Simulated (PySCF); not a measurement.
Compound: C6H7FN2.
Structure used (GFN2-xTB), in Å, numbered top down from 1:
```
atom  x, y, z in Å
N1    -1.781    1.985   -1.632
C2    -2.019    1.199   -0.836
C3    -2.302    0.216    0.178
C4    -1.203    0.217    1.232
N5    -0.019   -0.160    1.104
C6     0.508   -0.673   -0.128
C7     2.004   -0.616   -0.143
C8     2.719   -0.007    0.782
F9     4.061    0.031    0.723
H10   -2.357   -0.768   -0.300
H11   -3.266    0.450    0.635
H12   -1.488    0.588    2.210
H13    0.124   -0.133   -1.006
H14    0.198   -1.723   -0.231
H15    2.489   -1.097   -0.979
H16    2.325    0.499    1.649
```

The closed-shell SCF was solved with PySCF and density fitting under several settings on one GFN2-xTB geometry (grid level 2 and gas phase unless stated).

```tsv
settings	basis functions	SCF cycles	E (Eh)	HOMO (eV)	LUMO (eV)	dipole (D)
BP86/STO-3G	52	14	-436.3514	-3.21	0.84	2.75
BLYP/pcSseg-1, grid level 4, fitting basis def2-universal-jkfit	188	13	-441.9493	-5.88	-1.98	4.36
```

**Question.** Estimate the row for these settings: OPBE/ANO-RCC-VDZP, energy threshold 1e-07 Eh.

**Answer.** 
```csv
settings,basis functions,SCF cycles,E (Eh),HOMO (eV),LUMO (eV),dipole (D)
"OPBE/ANO-RCC-VDZP, energy threshold 1e-07 Eh",161,10,-442.0388,-6.04,-2.03,4.44
```

**Question.** Over all rows, what range does the HOMO–LUMO gap span?

**Answer.** From 3.90 eV (BLYP/pcSseg-1, grid level 4, fitting basis def2-universal-jkfit) to 4.05 eV (BP86/STO-3G). The functional of the narrowest has no exact exchange, that of the widest no exact exchange.

Cycle counts include a coarse-grid stage where the run had one. ANO-RCC sets were contracted for a scalar-relativistic Hamiltonian, but ran non-relativistically here.

One conformer stands for the species.
